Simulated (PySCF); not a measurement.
C$_{5}$H$_{9}$O, doublet, at a GFN2-xTB geometry; DF-PBE0/6-31G* (PySCF).

The PySCF input:
```python
from pyscf import gto, scf, dft

mol = gto.M(
    atom='''
C     2.645437   -0.549776   -0.157172
C     1.321878   -0.053058   -0.538408
C     0.307764   -0.219628    0.642766
C    -1.030590    0.329333    0.212643
C    -1.973039   -0.692546   -0.370200
O    -1.303794    1.500484    0.300663
H     3.306316    0.063277    0.424503
H     2.896744   -1.585310   -0.283574
H     0.933323   -0.603737   -1.398053
H     1.356360    1.011461   -0.780733
H     0.236581   -1.273767    0.907886
H     0.680663    0.351495    1.493167
H    -2.830305   -0.202163   -0.823323
H    -1.458979   -1.302059   -1.109513
H    -2.319054   -1.349022    0.426561
''',
    basis='6-31g*',
    charge=0,
    spin=1,
    verbose=4,
)

mf = dft.UKS(mol)
mf.xc = 'pbe0'
mf = mf.density_fit(auxbasis='def2-universal-jkfit')
mf.kernel()
```

What the program printed (banner, timings and long lists left out):

```
PySCF version 2.14.0

[INPUT] verbose = 4
[INPUT] num. atoms = 15
[INPUT] num. electrons = 47
[INPUT] charge = 0
[INPUT] spin (= nelec alpha-beta = 2S) = 1
[INPUT] symmetry False subgroup None
[INPUT] Mole.unit = angstrom
[INPUT] Symbol           X                Y                Z      unit          X                Y                Z       unit  Magmom
[INPUT]  1 C      2.645437000000  -0.549776000000  -0.157172000000 AA    4.999151409791  -1.038926069859  -0.297012034450 Bohr   0.0
[INPUT]  2 C      1.321878000000  -0.053058000000  -0.538408000000 AA    2.497987390088  -0.100265088717  -1.017443663275 Bohr   0.0
[INPUT]  3 C      0.307764000000  -0.219628000000   0.642766000000 AA    0.581589671001  -0.415036769286   1.214651702182 Bohr   0.0
[INPUT]  4 C     -1.030590000000   0.329333000000   0.212643000000 AA   -1.947532846716   0.622349173781   0.401837032306 Bohr   0.0
[INPUT]  5 C     -1.973039000000  -0.692546000000  -0.370200000000 AA   -3.728503343086  -1.308722268663  -0.699576611314 Bohr   0.0
[INPUT]  6 O     -1.303794000000   1.500484000000   0.300663000000 AA   -2.463813582851   2.835503814292   0.568170725790 Bohr   0.0
[INPUT]  7 H      3.306316000000   0.063277000000   0.424503000000 AA    6.248031721267   0.119576199984   0.802194409056 Bohr   0.0
[INPUT]  8 H      2.896744000000  -1.585310000000  -0.283574000000 AA    5.474052812977  -2.995801722534  -0.535877196047 Bohr   0.0
[INPUT]  9 H      0.933323000000  -0.603737000000  -1.398053000000 AA    1.763724855757  -1.140897581267  -2.641937277627 Bohr   0.0
[INPUT] 10 H      1.356360000000   1.011461000000  -0.780733000000 AA    2.563148926315   1.911384275679  -1.475371546410 Bohr   0.0
[INPUT] 11 H      0.236581000000  -1.273767000000   0.907886000000 AA    0.447073296276  -2.407070776509   1.715655892327 Bohr   0.0
[INPUT] 12 H      0.680663000000   0.351495000000   1.493167000000 AA    1.286266653125   0.664229284154   2.821676688238 Bohr   0.0
[INPUT] 13 H     -2.830305000000  -0.202163000000  -0.823323000000 AA   -5.348501298987  -0.382032702520  -1.555854982055 Bohr   0.0
[INPUT] 14 H     -1.458979000000  -1.302059000000  -1.109513000000 AA   -2.757070731492  -2.460534908025  -2.096675701645 Bohr   0.0
[INPUT] 15 H     -2.319054000000  -1.349022000000   0.426561000000 AA   -4.382376928077  -2.549282116013   0.806083465421 Bohr   0.0

nuclear repulsion = 228.851349999928
number of shells = 54
number of NR pGTOs = 198
number of NR cGTOs = 102
basis = 6-31g*
ecp = {}

******** <class 'pyscf.df.df_jk.DFUKS'> ********
method = DFUKS
initial guess = minao
damping factor = 0
level_shift factor = 0
DIIS = <class 'pyscf.scf.diis.CDIIS'>
diis_start_cycle = 1
diis_space = 8
diis_damp = 0
SCF conv_tol = 1e-09
SCF conv_tol_grad = None
SCF max_cycles = 50
direct_scf = False
number electrons alpha = 24  beta = 23
XC library pyscf.dft.libxc version 7.1.2
    S. Lehtola, C. Steigemann, M. J. T. Oliveira, and M. A. L. Marques,  SoftwareX 7, 1–5 (2018)
XC functionals = pbe0
    C. Adamo and V. Barone,  J. Chem. Phys. 110, 6158 (1999)
    M. Ernzerhof and G. E. Scuseria,  J. Chem. Phys. 110, 5029 (1999)
radial grids:
    Treutler-Ahlrichs [JCP 102, 346 (1995); DOI:10.1063/1.469408] (M4) radial grids

becke partition: Becke, JCP 88, 2547 (1988); DOI:10.1063/1.454033
pruning grids: <function nwchem_prune>
grids dens level: 3
symmetrized grids: False
atomic radii adjust function: <function treutler_atomic_radii_adjust>
small_rho_cutoff = 0
Set gradient conv threshold to 3.16228e-05
tot grids = 172944
******** <class 'pyscf.df.df.DF'> ********
auxbasis = def2-universal-jkfit
init E= -271.283720623938

cycle= 1 E= -270.641559838745  delta_E= 0.642  |g|= 0.561  |ddm|= 2.43
cycle= 2 E= -270.278106188808  delta_E= 0.363  |g|= 1.11  |ddm|= 1.67
cycle= 3 E= -270.772950173008  delta_E= -0.495  |g|= 0.121  |ddm|= 1.27
cycle= 4 E= -270.779968260137  delta_E= -0.00702  |g|= 0.0374  |ddm|= 0.141
cycle= 5 E= -270.780680410102  delta_E= -0.000712  |g|= 0.00775  |ddm|= 0.0418
cycle= 6 E= -270.78071321467  delta_E= -3.28e-05  |g|= 0.00324  |ddm|= 0.00956
cycle= 7 E= -270.780720517816  delta_E= -7.3e-06  |g|= 0.000845  |ddm|= 0.00559
cycle= 8 E= -270.780721147171  delta_E= -6.29e-07  |g|= 0.000402  |ddm|= 0.00164
cycle= 9 E= -270.780721252693  delta_E= -1.06e-07  |g|= 0.00014  |ddm|= 0.000576
cycle= 10 E= -270.7807212716  delta_E= -1.89e-08  |g|= 3.66e-05  |ddm|= 0.000262
cycle= 11 E= -270.780721274289  delta_E= -2.69e-09  |g|= 1.74e-05  |ddm|= 9.6e-05
cycle= 12 E= -270.780721275127  delta_E= -8.38e-10  |g|= 1.21e-05  |ddm|= 5.48e-05
Extra cycle  E= -270.780721275294  delta_E= -1.67e-10  |g|= 1.46e-05  |ddm|= 2.82e-05
converged SCF energy = -270.780721275294  <S^2> = 0.75477433  2S+1 = 2.0047686
```
